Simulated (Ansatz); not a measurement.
```yaml
crystal:
  periodic: [false, false, false]
  atoms:
    - {symbol: C, position_ang: [-1.654711, 0.509090, 0.414609]}
    - {symbol: W, position_ang: [0.142861, 0.371975, -0.646091]}
    - {symbol: C, position_ang: [1.498886, -0.915540, 0.291310]}
    - {symbol: S, position_ang: [-0.281762, -0.399437, -2.572893]}
    - {symbol: S, position_ang: [1.011538, 2.302285, -0.731881]}
    - {symbol: H, position_ang: [-1.443430, 0.894388, 1.418805]}
    - {symbol: H, position_ang: [-2.377879, 1.173349, -0.064560]}
    - {symbol: H, position_ang: [-2.098022, -0.491084, 0.484728]}
    - {symbol: H, position_ang: [1.704087, -0.535739, 1.298993]}
    - {symbol: H, position_ang: [2.446734, -0.994894, -0.246358]}
    - {symbol: H, position_ang: [1.051707, -1.914393, 0.353348]}
basis:
  gaussian: {orbitals: def2-TZVPP, final_grid: {core_spheres: 5, valence_spheres: 4, degree: 11}}
hamiltonian: {xc: {name: HF}}
correlation: {active_space: {window: {electrons: 3, orbitals: 2}}}
```

```sh
$ ansatz run in.yaml --threads 4 --pin off --events-out ev --progress --plain --max-ram 11315MiB
```

It prints (some lines left out):

```
Functional definition: HF
1695 factors; integrals over basis functions are off by at most 1.1e-3 eV
mean field evaluation 1: about -25594.5508 eV, gradient 4.8e1 eV
mean field evaluation 2: about -25594.9082 eV, gradient 4.8e1 eV
mean field evaluation 4: about -25600.1760 eV, gradient 1.1e1 eV
mean field evaluation 8: about -25600.5298 eV, gradient 1.0e0 eV
mean field evaluation 16: about -25600.5348 eV, gradient 2.0e-6 eV
mean field -25600.53482699 eV, -940.8023022261 hartree, gradient 2.0e-6 eV, S^2 0.000000; 0 other end points of the search recorded, 0 dependent functions left out
reference -25600.53482699 eV, -940.8023022261 hartree; 32, 32 occupied and 254, 254 virtual orbitals, 1695 factors
Error: 3 electrons in 2 orbitals form no window around the highest filled level of the reference
```

In this input the active space doesn't fit the electrons. The run stopped with an error.
